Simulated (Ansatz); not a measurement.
All numbers were calculated with Ansatz.

A structure relaxed at PBE0-D4/def2-TZVP, charge 0, multiplicity 1:

```
atom   x (Å)   y (Å)   z (Å)
  C1  -0.997   0.809   1.081
  C2  -0.535   0.760  -0.160
 Sn3   0.690  -0.825  -0.811
 Cl4   1.070  -2.159   1.055
 Cl5   2.750   0.039  -1.454
  H6  -0.771   0.040   1.815
  H7  -1.622   1.631   1.419
  H8  -0.768   1.547  -0.872
  H9   0.185  -1.843  -2.072
```

Question: Give its formula and SMILES.

Answer: C2H4Cl2Sn, `C=[CH][SnH]([Cl])[Cl]`.

Question: Summarise the bond lengths by kind.

Answer: 1 × C–C 1.326 Å; 3 × C–H 1.086 to 1.087 Å; 1 × C–Sn 2.106 Å; 2 × Cl–Sn 2.324 Å; 1 × H–Sn 1.698 Å.
